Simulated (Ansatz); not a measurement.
BCl2(SMe) (CH3BCl2S) was relaxed with PBE0-D4 (def2-SVP) in Ansatz in these states: charge +1 doublet, neutral singlet. The geometries follow in no particular order.

A:

```xyz
8

B    -1.2896    0.7434   -0.5552
Cl   -0.6194    1.0942   -2.0814
Cl   -2.4203    1.6419    0.3487
S    -0.7544   -0.8845    0.2869
C     1.0117   -0.6836    0.4700
H     1.4478   -0.4155   -0.5073
H     1.4154   -1.6306    0.8516
H     1.2088    0.1348    1.1868
```

B:

Cartesian coordinates in Å:
```
B 0.754 0.160 -1.317
Cl 0.037 -1.410 -1.636
Cl 1.781 0.906 -2.528
S 0.490 1.056 0.200
C -0.601 -0.026 1.164
H -1.544 -0.204 0.632
H -0.805 0.502 2.105
H -0.112 -0.984 1.380
```

Problem. Judge from the bond lengths which geometry belongs to which state (an estimate).

Solution. A is the charge +1 doublet (B1–S4 1.909 Å, B1–Cl2 1.703 Å, B1–Cl3 1.704 Å); B is the neutral singlet (B1–S4 1.782 Å, B1–Cl2 1.756 Å, B1–Cl3 1.753 Å).
